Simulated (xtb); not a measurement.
Input file for xtb: GFN2-xTB on CH7GeN (SMILES [CH3][GeH2][NH2]), a point of a torsion scan.

```
$ xtb mol.xyz --gfn 2 --opt vtight --chrg 0 --uhf 0 --input xcontrol
10

C      1.28744532     0.47545367    -0.00607978
Ge    -0.18963167    -0.78007795    -0.08666333
N     -1.79307947     0.12087747     0.11510381
H      2.25275906    -0.03312477    -0.07839361
H      1.22668033     1.21786477    -0.81450521
H      1.22713685     0.99118065     0.98484190
H     -0.03592115    -1.71987793     1.13857553
H     -0.14057763    -1.61280692    -1.38168700
H     -2.53968689    -0.44889955     0.56371389
H     -2.05820124     0.51483675    -0.80770792
$constrain
  force constant=1.0
  dihedral: 1,2,3,9,210.0
$end
```

Output:

```
[...]
           -------------------------------------------------
          |                Calculation Setup                |
           -------------------------------------------------



           -------------------------------------------------
          |                 G F N 2 - x T B                 |
           -------------------------------------------------

        Reference                      10.1021/acs.jctc.8b01176
      * Hamiltonian:
        H0-scaling (s, p, d)           1.850000    2.230000    2.230000
        zeta-weighting                 0.500000
      * Dispersion:
        s8                             2.700000
        a1                             0.520000
        a2                             5.000000
        s9                             5.000000
      * Repulsion:
        kExp                           1.500000    1.000000
        rExp                           1.000000
      * Coulomb:
        alpha                          2.000000
        third order                    shell-resolved
        anisotropic                    true
        a3                             3.000000
        a5                             4.000000
        cn-shift                       1.200000
        cn-exp                         4.000000
        max-rad                        5.000000


          ...................................................
          :                      SETUP                      :
          :.................................................:
          :  # basis functions                  25          :
          :  # atomic orbitals                  24          :
          :  # shells                           14          :
          :  # electrons                        20          :
          :  max. iterations                   250          :
          :  Hamiltonian                  GFN2-xTB          :
          :  restarted?                      false          :
          :  GBSA solvation                  false          :
          :  PC potential                    false          :
          :  electronic temp.          300.0000000     K    :
          :  accuracy                    1.0000000          :
          :  -> integral cutoff          0.2500000E+02      :
          :  -> integral neglect         0.1000000E-07      :
          :  -> SCF convergence          0.1000000E-05 Eh   :
          :  -> wf. convergence          0.1000000E-03 e    :
          :  Broyden damping             0.4000000          :
          :  net charge                          0          :
          :  unpaired electrons                  0          :
          ...................................................

 iter      E             dE          RMSdq      gap      omega  full diag
   1    -10.3508897 -0.103509E+02  0.709E+00    5.43       0.0  T
   2    -10.2869437  0.639459E-01  0.114E+01    9.18       1.0  T
   3    -10.6115864 -0.324643E+00  0.508E+00    8.21       1.0  T
   4    -10.6014772  0.101092E-01  0.393E+00    8.19       1.0  T
   5    -10.6348592 -0.333820E-01  0.320E-01    7.71       1.0  T
   6    -10.6348893 -0.300627E-04  0.393E-01    7.67       1.0  T
   7    -10.6350143 -0.125056E-03  0.642E-02    7.73       1.0  T
   8    -10.6350161 -0.178828E-05  0.303E-02    7.72       1.0  T
   9    -10.6350172 -0.102800E-05  0.771E-03    7.72       4.1  T
  10    -10.6350172 -0.128818E-07  0.254E-03    7.72      12.5  T
  11    -10.6350172 -0.931239E-08  0.147E-04    7.72     215.0  T
  12    -10.6350172 -0.959233E-12  0.515E-05    7.72     614.5  T

   *** convergence criteria satisfied after 12 iterations ***

         #    Occupation            Energy/Eh            Energy/eV
      -------------------------------------------------------------
         1        2.0000           -0.6268548             -17.0576
       ...           ...                  ...                  ...
         4        2.0000           -0.5082537             -13.8303
         5        2.0000           -0.4729186             -12.8688
         6        2.0000           -0.4713452             -12.8260
         7        2.0000           -0.4496459             -12.2355
         8        2.0000           -0.4236774             -11.5288
         9        2.0000           -0.4147500             -11.2859
        10        2.0000           -0.3827307             -10.4146 (HOMO)
        11                         -0.0990825              -2.6962 (LUMO)
        12                         -0.0783863              -2.1330
        13                         -0.0540425              -1.4706
        14                         -0.0298649              -0.8127
        15                          0.0711248               1.9354
       ...                                ...                  ...
        24                          1.0985237              29.8924
      -------------------------------------------------------------
                  HL-Gap            0.2836483 Eh            7.7185 eV
             Fermi-
[...]
adient             ...        0 min,  0.001 sec ( 44.907%)
 printout                       ...        0 min,  0.000 sec (  2.377%)

         :::::::::::::::::::::::::::::::::::::::::::::::::::::
         ::                     SUMMARY                     ::
         :::::::::::::::::::::::::::::::::::::::::::::::::::::
         :: total energy             -10.543012215662 Eh    ::
         :: gradient norm              0.000040260712 Eh/a0 ::
         :: HOMO-LUMO gap              7.852748280387 eV    ::
         ::.................................................::
         :: SCC energy               -10.659473476324 Eh    ::
         :: -> isotropic ES            0.010700756260 Eh    ::
         :: -> anisotropic ES          0.003164005985 Eh    ::
         :: -> anisotropic XC          0.005924002355 Eh    ::
         :: -> dispersion             -0.004287206586 Eh    ::
         :: repulsion energy           0.116456315687 Eh    ::
         :: add. restraining           0.000004944975 Eh    ::
         :: total charge              -0.000000000000 e     ::
         :::::::::::::::::::::::::::::::::::::::::::::::::::::

           -------------------------------------------------
          |                Property Printout                |
           -------------------------------------------------

    * Orbital Energies and Occupations

         #    Occupation            Energy/Eh            Energy/eV
      -------------------------------------------------------------
         1        2.0000           -0.6265739             -17.0499
         2        2.0000           -0.5812837             -15.8175
         3        2.0000           -0.5658479             -15.3975
         4        2.0000           -0.5070063             -13.7963
         5        2.0000           -0.4734481             -12.8832
         6        2.0000           -0.4692534             -12.7690
         7        2.0000           -0.4528432             -12.3225
         8        2.0000           -0.4239893             -11.5373
         9        2.0000           -0.4168069             -11.3419
        10        2.0000           -0.3777474             -10.2790 (HOMO)
        11                         -0.0891643              -2.4263 (LUMO)
        12                         -0.0713709              -1.9421
        13                         -0.0485222              -1.3204
        14                         -0.0227465              -0.6190
        15                          0.0825372               2.2460
        16                          0.1308302               3.5601
        17                          0.1392072               3.7880
        18                          0.1927382               5.2447
        19                          0.1993853               5.4256
        20                          0.2059513               5.6042
        21                          0.2384967               6.4898
       ...                                ...                  ...
        24                          1.1447429              31.1500
      -------------------------------------------------------------
                  HL-Gap            0.2885832 Eh            7.8527 eV
             Fermi-level           -0.2334558 Eh           -6.3527 eV

     #   Z          covCN         q      C6AA      α(0)
     1   6 C        3.663    -0.145    23.607     6.970
     2  32 Ge       3.594     0.161   169.237    23.392
     3   7 N        2.554    -0.372    29.619     8.083
     4   1 H        0.925     0.038     2.478     2.462
     5   1 H        0.925     0.042     2.419     2.432
     6   1 H        0.925     0.048     2.340     2.392
     7   1 H        0.937    -0.040     3.860     3.072
     8   1 H        0.934    -0.043     3.918     3.095
     9   1 H        0.861     0.156     1.358     1.825
    10   1 H        0.861     0.154     1.371     1.834

 Mol. C6AA /au·bohr⁶  :       1162.425241
 Mol. C8AA /au·bohr⁸  :      45611.241938
 Mol. α(0) /au        :         55.557193


Wiberg/Mayer (AO) data.
largest (>0.10) Wiberg bond orders for each atom

 ---------------------------------------------------------------------------
     #   Z sym  total        # sym  WBO       # sym  WBO       # sym  WBO
 ---------------------------------------------------------------------------
     1   6 C    3.989 --     4 H    0.975     5 H    0.970     6 H    0.969
                             2 Ge   0.906
     2  32 Ge   3.814 --     3 N    1.134     1 C    0.906     7 H    0.845
                             8 H    0.826
     3   7 N    3.187 --     2 Ge   1.134    10 H    0.952     9 H    0.952
     4   1 H    0.999 --     1 C    0.975
     5   1 H    0.998 --     1 C    0.970
     6   1 H    0.998 --     1 C    0.969
     7   1 H    0.998 --     2 Ge   0.845
     8   1 H    0.998 --     2 Ge   0.826
     9   1 H    0.976 --     3 N    0.952
    10   1 H    0.976 --     3 N    0.952
 ---------------------------------------------------------------------------

Topologies differ in total number of bonds
Writing topology from bond orders to xtbtopo.mol

molecular dipole:
                 x           y           z       tot (Debye)
 q only:       -0.144       0.079      -0.097
   full:       -0.170       0.184      -0.249       0.898
molecular quadrupole (traceless):
                xx          xy          yy          xz          yz          zz
 q only:        2.065       0.297      -1.134       0.479      -0.548      -0.931
  q+dip:        2.993       0.761      -2.268       1.014      -0.986      -0.725
   full:        3.748       1.011      -2.641       1.241      -1.499      -1.108

           -------------------------------------------------
          |                Geometry Summary                 |
           -------------------------------------------------

      molecular mass/u    :      105.7005745
   center of mass at/Å    :       -0.2025931      -0.5156022      -0.0460843
  moments of inertia/u·Å² :        0.3821861E+02   0.8540181E+02   0.1127479E+03
rotational constants/cm⁻¹ :        0.4410844E+00   0.1973920E+00   0.1495162E+00

 * 9 selected distances

     #   Z          #   Z                                           value/Å
     1   6 C        2  32 Ge                                      1.9629311 (max)
     2  32 Ge       3   7 N                                       1.8138609
     1   6 C        4   1 H                                       1.0861846
     1   6 C        5   1 H                                       1.0873196
     1   6 C        6   1 H                                       1.0865722
     2  32 Ge       7   1 H                                       1.5021011
     2  32 Ge       8   1 H                                       1.5170578
     3   7 N        9   1 H                                       1.0083325 (min)
Note: The following floating-point exceptions are signalling: IEEE_UNDERFLOW_FLAG IEEE_DENORMAL
normal termination of xtb
     3   7 N       10   1 H                                       1.0086832

 * 5 distinct bonds (by element types)

   Z      Z             #   av. dist./Å        max./Å        min./Å
   1 H    6 C           3     1.0866921     1.0873196     1.0861846
   1 H    7 N           2     1.0085079     1.0086832     1.0083325
   1 H   32 Ge          2     1.5095795     1.5170578     1.5021011
   6 C   32 Ge          1     1.9629311     1.9629311     1.9629311
   7 N   32 Ge          1     1.8138609     1.8138609     1.8138609


optimized geometry written to: xtbopt.xyz


           -------------------------------------------------
          | TOTAL ENERGY              -10.543012215662 Eh   |
          | GRADIENT NORM               0.000040260712 Eh/α |
          | HOMO-LUMO GAP               7.852748280387 eV   |
           -------------------------------------------------

------------------------------------------------------------------------
------------------------------------------------------------------------
 total:
 SCF:
 ANC optimizer:
```

The run finished.

Warnings raised: the energy holds the restraint's term.

Cost: around 0.09 core-seconds (rough).
